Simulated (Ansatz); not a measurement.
The cluster Au₂Cl⁺. Total charge 1; singlet. Geometry PBE-D4/def2-TZVP; atoms count from 1.

```xyz
3

Au   -0.4315   -0.8550    1.2312
Au    1.2109   -0.0380   -0.9824
Cl   -0.7795    0.8930   -0.2488
```

In the def2 sets Au takes a core potential; there is no spin–orbit coupling. The structure comes from a short search, and lower isomers may exist.

(1) Estimate the Mulliken populations from the PBE0/def2-TZVP orbitals of Ansatz.

(2) And the Mayer bond orders between heavy atoms (over 0.3)?

Answers

(1) 
```csv
atom,charge (e),d electrons
Au1,0.63,9.80
Au2,0.63,9.80
Cl3,-0.25,–
```
Mulliken values depend strongly on the basis.

(2) Au1–Cl3 0.73 (2.32 Å); Au2–Cl3 0.73 (2.32 Å).
